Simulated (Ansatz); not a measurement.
The same path of BrH + ClFH3HfNO (10 atoms, charge 0, multiplicity 1) was run twice with different band settings. Lost on the way: Hf1–Cl2, Br9–H10. Made: Hf1–Br9, Cl2–H10.

All numbers below come from Ansatz, RKS PBE0-D4/def2-SVP.

Relaxed end points:

```xyz
10
Properties=species:S:1:pos:R:3
Hf -0.210 0.011 -0.019
Cl -0.117 0.041 2.390
F 1.553 0.171 -0.754
O -1.358 1.410 -0.607
H -1.753 2.223 -0.919
N -1.095 -1.675 -0.665
H -2.027 -1.767 -1.062
H -0.649 -2.590 -0.640
Br 1.663 -2.990 1.354
H 1.069 -2.044 2.255
```

```xyz
10
Properties=species:S:1:pos:R:3
Hf 0.315 -0.446 -0.415
Cl -1.221 -0.869 2.408
F 1.221 -0.412 -2.088
O -0.398 1.301 -0.099
H -0.972 2.026 0.145
N -1.060 -1.881 -0.757
H -1.848 -2.118 -0.160
H -1.094 -2.455 -1.597
Br 2.100 -1.173 1.304
H 0.033 -1.182 2.592
```

Common settings: movable images 7; climbing image yes; optimiser quadratic models (default); start path through a guess of the saddle point; force threshold 0.05 eV/Å; iteration limit 60; end points relaxed.

| run | spring |
| --- | --- |
| 1 | 5.0 eV/Å² |
| 2 | 2.0 to 10.0 eV/Å², energy-weighted |

Q: What does each run give, and how far can it be trusted?

A: Run 1: converged after 31 iterations, highest image 0.225 eV above the first end. A vibrational analysis at the climbing image gives one clearly imaginary mode, 138i cm⁻¹: a first-order saddle point.
Run 2: converged after 46 iterations, highest image 0.224 eV above the first end. The profile has 3 maxima (images 1, 4, 7) with wells between them (images 3, 6): this band takes more than one step, which may be the mechanism or a detour left from its start path. Another band between the same ends (7 images) ends at a top of the same energy, where a vibrational analysis finds 1 clearly imaginary mode.
The orbitals stay closed-shell, which can raise the energy where a bond breaks towards radicals; this wasn't checked here.
